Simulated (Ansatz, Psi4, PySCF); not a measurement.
C6H15B, triplet, at a GFN2-xTB geometry (a higher spin typed on purpose: for a closed-shell molecule this is an excited state), atoms displaced at random by about 0.03 Å a coordinate. Base run: PySCF with R2SCAN/STO-3G, gradient.

The PySCF input:
```python
from pyscf import gto, scf, dft

mol = gto.M(
    atom='''
B    -0.25847895   -0.50774729    0.00221665
C     1.11920814    0.21867877   -0.73714296
C     1.21199371   -0.37654814   -2.15162674
H     1.95636725   -0.15643835   -0.16371689
H     1.07700378    1.27829667   -0.67918527
H     0.35556004    0.04453944   -2.72038092
H     1.21171685   -1.44770095   -2.13102491
H     2.17454493    0.06301733   -2.59317665
C    -1.55047958    0.02159565   -0.59763462
C    -1.79853185    1.50252173   -0.55200161
H    -2.38559989   -0.42213999   -0.00793588
H    -1.79229215   -0.34820114   -1.59708909
H    -1.21426338    2.00902870   -1.28279336
H    -1.73917346    1.95436892    0.41409058
H    -2.80625576    1.74221856   -0.96172316
C     0.11093506   -0.11454624    1.60073287
C     1.01591075   -1.13596242    2.38731753
H    -0.83913239   -0.14858257    2.10230646
H     0.51944923    0.88038256    1.81442011
H     2.01217498   -1.07871760    1.97682787
H     0.65028266   -2.12091152    2.27469904
H     1.09923110   -0.92466609    3.37283119
''',
    basis='sto-3g',
    spin=2,
    verbose=4,
)

mf = dft.UKS(mol)
mf.xc = 'r2scan'
mf.kernel()
g = mf.nuc_grad_method()
grad = g.kernel()
```

Programs used: Ansatz (a first-principles code), Psi4, PySCF; a row that names a program was run with it.

The coordinate followed is x of atom 3.

Variants of this job, named by their change:

```csv
change,dE/dx (Eh/bohr),net force (Eh/bohr)
base,-0.000989,0.000691
grids.level = 0; grid_response = on,-0.002548,0.000000
finite difference step (bohr) = 0.01; conv_tol = 1e-11,-0.000974,-
finite difference step (bohr) = 1e-5; conv_tol = 1e-11,-0.000976,-
grids.level = 1; grid_response = on,-0.000894,0.000000
code = psi4,-0.001046,0.001179
code = ansatz,-0.000986,0.000000
finite difference step (bohr) = 0.05; conv_tol = 1e-11,-0.000926,-
density fitting = on,-0.000987,0.000691
conv_tol = 1e-6,-0.000990,0.000692
conv_tol = 1e-11,-0.000988,0.000691
grid_response = on,-0.000976,0.000000
```

The net force is zero for an exact gradient.

Open shells are given as the SCF converged; they aren't shown to be the lowest states, and a large step between rows can be another state.
